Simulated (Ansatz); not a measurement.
Calculated with Ansatz (gas phase, PBE0-D4/def2-TZVP geometries, no zero-point term in ΔE). CBS: MP2 limit from def2 TZ/QZ plus the TZ coupled-cluster correction, frozen cores. This one scheme is used for every species. DFT in def2-TZVPP. B3LYP here is the variant with VWN-RPA as its local correlation; programs differ in this. HSE06 is defined as in plane-wave codes. def2 core potentials past Kr. For Mo outer-core shells are correlated without core-valence functions, which leaves a few kJ/mol of doubt a bond. One conformer a species, not always the lowest.

`[NH]=[Mo](=[NH])([Cl])[Cl]` + NH₃ → `[NH]=[Mo](=[NH])([NH2])[Cl]` + HCl  (ligand exchange at a Mo–Cl bond)

| level | ΔE (kcal/mol) | difference from CCSD(T)/CBS |
| --- | --- | --- |
| revPBE-D4 | 14.3 | -0.8 |
| B3LYP-D4 | 14.4 | -0.7 |
| r2SCAN0-D4 | 15.2 | 0.1 |
| HSE06-D4 | 14.9 | -0.2 |
| revPBE | 15.2 | 0.1 |
| B3LYP | 14.6 | -0.5 |
| r2SCAN0 | 15.3 | 0.2 |
| LC-ωPBE | 13.3 | -1.8 |
| MP2/def2-TZVPP | 18.0 | 2.9 |
| CCSD/def2-TZVPP | 13.9 | -1.2 |
| CCSD(T)/CBS | 15.1 | 0 |

(1) What do rigid-rotor, harmonic-oscillator terms from PBE0-D4/def2-TZVP frequencies (298.15 K, 1 bar) make of the CCSD(T)/CBS value? (An estimate is asked.)

Largest T1 diagnostic among the species: 0.021, so the coupled-cluster value is less sure than usual.

## Answers

(1) Computed: ΔZPE = -2.1 kcal/mol, ΔH = +13.0 kcal/mol, ΔS = -2 J/(mol·K), ΔG = +13.1 kcal/mol.

At CCSD(T), def2-SVP lies −2.6 kcal/mol from the extrapolated value and def2-TZVPP −1.0 kcal/mol. Leaving LDA and LC-ωPBE aside and taking each functional with its dispersion term where it has one, the values, not all of them listed here, spread over 2.9 kcal/mol, from CAM-B3LYP-D4 to PBE-QIDH. LDA lies −2.0 kcal/mol from PBE without D4.
